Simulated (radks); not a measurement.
Valence configurations of Ho2+ (all share [Xe]). All-electron calculation, Dirac Kohn-Sham, PBE, spin-unpolarised, spherical densities, finite nucleus; open shells fill j = l - 1/2 first; Fermi nuclear charge, rms radius 5.2022 fm. Program: a radial shooting solver on a logarithmic mesh with Libxc functionals. Energies are relative to 4f11; eigenvalues in eV.

4f11: E (eV) 0.000; e(4f5/2) -17.719; e(4f7/2) -16.741
4f10.5 6s0.5: E (eV) 1.768; e(4f5/2) -21.959; e(4f7/2) -20.948; e(6s1/2) -15.775
4f10.5 5d0.5: E (eV) 2.029; e(4f5/2) -20.679; e(4f7/2) -19.669; e(5d3/2) -14.533
4f10.5 6p0.5: E (eV) 3.837; e(4f5/2) -22.509; e(4f7/2) -21.498; e(6p1/2) -11.962
4f10 5d1: E (eV) 5.178; e(4f5/2) -23.876; e(4f7/2) -22.835; e(5d3/2) -15.335
4f10 6s1: E (eV) 5.245; e(4f5/2) -26.611; e(4f7/2) -25.567; e(6s1/2) -16.776
4f10 6p1: E (eV) 9.615; e(4f5/2) -27.695; e(4f7/2) -26.651; e(6p1/2) -13.010
4f9 5d2: E (eV) 15.284; e(4f5/2) -30.869; e(4f7/2) -29.763; e(5d3/2) -16.923
4f9 5d1 6p1: E (eV) 20.880; e(4f5/2) -34.861; e(4f7/2) -33.753; e(5d3/2) -19.727; e(6p1/2) -13.480
4f8 6s1 6p2: E (eV) 50.504; e(4f5/2) -50.362; e(4f7/2) -49.181; e(6p1/2) -16.232; e(6s1/2) -21.644

NIST lists [Xe] 4f11 as the ground configuration; this level of theory agrees among the configurations tried. The energies are those of spherical spin-averaged densities, not of single terms.
